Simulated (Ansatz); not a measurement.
```yaml
crystal:
  periodic: [false, false, false]
  atoms:
    - {symbol: Se, position_ang: [-2.141588, -0.493210, -0.579724]}
    - {symbol: Sn, position_ang: [-0.085798, 0.460465, 0.546598]}
    - {symbol: Se, position_ang: [1.780143, -1.232778, 0.781984]}
    - {symbol: H, position_ang: [-1.539957, -0.331154, -1.909724]}
    - {symbol: H, position_ang: [0.475914, 1.779170, -0.374673]}
    - {symbol: H, position_ang: [-0.551348, 0.868115, 2.131114]}
    - {symbol: H, position_ang: [2.123934, -1.118708, -0.641377]}
basis:
  gaussian: {orbitals: x2c-TZVPPall}
magnetization: {spin_polarized: true, initial_magnetization: 1}
hamiltonian: {xc: {name: revPBE0}, pseudopotentials: {relativity: none}}
output: {forces: true}
```

```sh
$ ansatz run in.yaml --threads 4 --pin off --events-out ev --progress --plain --max-ram 10444MiB
```

It prints (some lines left out):

```
Error: a molecule whose nuclei and cores have a total charge of 122 cannot have a net charge of 0 together with 1 unpaired electrons
```

(1) Something in this input is off. What?

Results:

(1) The number of unpaired electrons doesn't fit the electron count. The input was rejected before any iteration.
